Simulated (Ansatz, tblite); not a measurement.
Cost and result up the ladder for In8Sb7H24⁻, a nanocrystal cut from zinc blende InSb (hydrogen-capped) (39 atoms). Charge -1, multiplicity 1. Geometry: PBE-D4/def2-SVP.

```xyz
39

Sb   -3.399    2.707    1.736
Sb   -3.274    0.149   -1.598
Sb   -1.947   -1.058    2.897
Sb    0.752    1.569    0.198
Sb    2.022   -2.760    1.264
Sb    0.697   -1.544   -3.231
Sb    4.399   -0.623   -1.470
In   -3.918    0.888    3.880
In   -5.188    2.023   -0.386
In   -0.733    3.817    1.245
In   -0.542    0.826   -2.178
In    0.762   -0.364    2.232
In    3.523    1.999   -0.501
In    4.790   -2.852    0.278
In    3.536   -1.686   -3.981
H    -4.228    4.095    2.351
H    -3.897   -0.627   -3.009
H    -3.190   -1.301   -0.674
H    -2.554   -1.872    1.507
H    -1.864   -2.488    3.862
H     0.942   -3.388    0.079
H     1.682   -3.992    2.424
H    -0.360   -2.149   -4.455
H     0.317   -2.785   -2.100
H     6.051   -0.297   -1.865
H    -5.485    0.125    3.749
H    -3.195    1.391    5.391
H    -6.545    1.068    0.161
H    -5.292    3.264   -1.614
H    -0.950    4.972   -0.050
H    -0.097    4.195    2.829
H    -0.563    2.016   -3.463
H     1.566    0.073    3.725
H     4.420    2.263    0.976
H     3.572    3.042   -1.904
H     5.688   -2.436    1.720
H     4.963   -4.361   -0.585
H     3.618   -0.516   -5.278
H     3.922   -3.381   -4.161
```

Ansatz on 2 threads of AMD EPYC 7R13 on a shared host and a share (18 GiB) of an NVIDIA H100 80GB HBM3; xTB runs through tblite on one thread. Times are rough, summed over both states, and most runs start from the orbitals of an earlier one. PBE0-D4/def2-SVP serves as the yardstick here, not as an exact answer. The other state is a triplet.

In the def2 sets In, Sb take a core potential; there is no spin–orbit coupling. The xTB rows come from tblite. Single mean-field runs in def2-SVP are fitted with def2-universal-jkfit. HOMO above LUMO, or a gap near zero within one spin, warns that the state may not be the lowest or that an electron is smeared out.

xTB has no spin-polarisation term.

| level | functions | vertical triplet (eV) | difference from PBE0-D4/def2-SVP (eV) | remarks |
| --- | --- | --- | --- | --- |
| PBE0-D4/def2-SVP (with forces) | 510 | 3.63 | 0.00 | – |
| PBE-D4/def2-SVP | 510 | 3.09 | -0.54 | gap within one spin near zero (triplet) |
| GFN2-xTB | 159 | 2.73 | -0.90 | – |
| GFN1-xTB | 183 | 2.37 | -1.26 | – |

Q: Estimate how long each takes.

A: GFN1-xTB 0.66 s; GFN2-xTB 1.5 s; PBE-D4/def2-SVP 25 s; PBE0-D4/def2-SVP (with forces) 51 s. On shared hardware such times vary by a factor of up to 3.
